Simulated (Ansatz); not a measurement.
The cluster Co4. Total charge 0; multiplicity 9. Geometry r2SCAN-D4/def2-SVP.

Cartesian coordinates in Å:
```
Co -0.4235 -1.8655 0.3648
Co -1.0435 0.2946 0.3076
Co 1.0453 -0.2932 -0.2990
Co 0.4218 1.8640 -0.3734
```

The 6-31G sets use Cartesian d functions. At HF/6-31G, PBE-D4/def2-TZVPD, r2SCAN-D4/def2-TZVPD, B97M-V/def2-TZVP and others the charge 0 multiplicity 9 is spin-contaminated (final ⟨S²⟩ up to 23.59, 20.00 for a pure state). The geometry of the multiplicity 9 was relaxed on an unsound state (⟨S²⟩ 20.85, where a pure state has 20.00). The structure comes from a short search, and lower isomers may exist.

(1) Estimate the α-spin orbital energies around the gap (eV) in Ansatz with HF/6-31G, PBE-D4/def2-TZVPD, r2SCAN-D4/def2-TZVPD, B97M-V/def2-TZVP, BHLYP-D4/def2-TZVP.

## Answers

(1) 
| orbital | HF/6-31G | PBE-D4/def2-TZVPD | r2SCAN-D4/def2-TZVPD | B97M-V/def2-TZVP | BHLYP-D4/def2-TZVP |
| --- | --- | --- | --- | --- | --- |
| HOMO−9 | -19.63 | -5.59 | -5.73 | -5.73 | -8.98 |
| HOMO−8 | -19.60 | -5.47 | -5.68 | -5.72 | -8.96 |
| HOMO−7 | -19.45 | -5.37 | -5.64 | -5.70 | -8.72 |
| HOMO−6 | -18.74 | -5.36 | -5.58 | -5.66 | -8.59 |
| HOMO−5 | -18.49 | -5.11 | -5.50 | -5.56 | -8.54 |
| HOMO−4 | -18.49 | -5.05 | -5.45 | -5.47 | -8.44 |
| HOMO−3 | -18.08 | -5.03 | -5.39 | -5.42 | -8.40 |
| HOMO−2 | -18.03 | -4.96 | -5.16 | -5.28 | -7.82 |
| HOMO−1 | -11.79 | -4.87 | -5.03 | -5.03 | -7.80 |
| HOMO | -7.58 | -4.39 | -4.47 | -4.36 | -5.01 |
| LUMO | -0.57 | -3.53 | -3.39 | -3.62 | -1.83 |
| LUMO+1 | 0.25 | -2.23 | -2.11 | -2.16 | -0.46 |
| LUMO+2 | 0.31 | -2.03 | -1.90 | -1.11 | 0.66 |
| LUMO+3 | 1.63 | -1.14 | -1.03 | -0.69 | 1.02 |
| LUMO+4 | 1.73 | -0.93 | -0.61 | -0.65 | 1.11 |
| LUMO+5 | 1.83 | -0.31 | 0.06 | 0.24 | 1.96 |
| β HOMO | -4.89 | -3.73 | -3.70 | -3.69 | -4.93 |
| β LUMO | 0.25 | -3.35 | -2.82 | -2.93 | -1.54 |
